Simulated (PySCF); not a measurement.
A structure optimised at B3LYP-D3(BJ)/def2-SVP, used in a PySCF frequency run:

```
C
H 1 1.1028
H 1 1.1028 2 107.01
Si 1 1.8851 2 109.35 3 -118.33
H 4 1.4929 1 110.25 2 -61.77
H 4 1.4929 5 108.36 1 120.74
H 4 1.4937 5 108.44 6 117.51
Ge 1 1.9730 2 107.92 3 115.92
H 8 1.5433 1 109.90 2 62.49
H 8 1.5433 9 108.80 1 -120.37
H 8 1.5439 9 109.02 10 -118.78
```
Charge 0, spin multiplicity 1.

Write its SMILES, formula and point group.

[SiH3][CH2][GeH3], CH8GeSi, Cs

What are its rotational constants (standard atomic weights)?

17.311, 1.9457, 1.8478 GHz
